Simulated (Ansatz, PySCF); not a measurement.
This PySCF input computes a CCSD(T)/cc-pVDZ energy:

```python
from pyscf import gto, scf, mp, cc as ccmod

mol = gto.M(
    atom='''
    H    -0.00000000   -0.00000000   -1.39203139
    O    -0.00000000   -0.00000000   -0.39505569
    C     0.00000000    0.00000000    0.75874615
    ''',
    basis='cc-pvdz',
    charge=1,
    spin=0,
    verbose=4,
)

mf = scf.RHF(mol)
mf.conv_tol = 1e-10
mf.max_cycle = 100
mf.kernel()
mp2 = mp.MP2(mf, frozen=2).run()
cc = ccmod.CCSD(mf, frozen=2)
cc.max_cycle = 100
cc.kernel()
et = cc.ccsd_t()
print(f'E(CCSD(T)) = {cc.e_tot + et:.9f}')
```

**Question.** Write an input for the same energy in Ansatz (a first-principles code) and say what it gives.

**Answer.** 
Ansatz 0.2 input:
```yaml
crystal:
  periodic: [false, false, false]
  atoms:
    - {symbol: H, position_ang: [-0.00000000, -0.00000000, -1.39203139]}
    - {symbol: O, position_ang: [-0.00000000, -0.00000000, -0.39505569]}
    - {symbol: C, position_ang: [0.00000000, 0.00000000, 0.75874615]}
basis:
  gaussian:
    orbitals: cc-pVDZ
total_charge: 1
magnetization: {spin_polarized: false}
correlation: {method: ccsd_t, electrons: outside_noble_gas}
```
It gives -113.22934 Eh, and PySCF -113.22935 Eh, a difference of 0.01 mEh.

It need not be the lowest isomer of its formula.
